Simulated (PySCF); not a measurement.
# Ca⁹⁺ (calcium, charge +9) across methods

[Ne] 3s1, 2S determinant. All numbers are calculated (PySCF 2.14, no relativity, point nucleus, in an uncontracted even-tempered set (17 s from 0.4 bohr⁻², ratio 2.5; 11 p from 0.52 bohr⁻², ratio 2.5; 5 d from 2.4 bohr⁻², ratio 2.7; 4 f from 3.5 bohr⁻², ratio 2.7)).

```
method  E (hartree)  mean ε 2p α (eV)  mean ε 2p β (eV)  mean ε 3s α (eV)  Σ⟨r²⟩ (bohr²)   ⟨S²⟩
   UHF   -648.09177           -562.86           -561.87           -209.86          2.195  0.750
   LDA     -646.655           -528.00           -527.30           -201.45          2.192  0.750
  BLYP     -648.549           -528.40           -527.75           -201.65          2.188  0.750
   PBE     -648.298           -528.32           -527.58           -201.41          2.191  0.750
r2SCAN     -648.509           -532.07           -531.40           -201.86          2.193  0.750
  PBE0     -648.352           -537.34           -536.54           -203.67          2.191  0.750
```

Question: Estimate the same row for revPBE.

Answer: E (hartree) = -648.440; mean ε 2p α (eV) = -528.26; mean ε 2p β (eV) = -527.56; mean ε 3s α (eV) = -201.31; Σ⟨r²⟩ (bohr²) = 2.192; ⟨S²⟩ = 0.750.
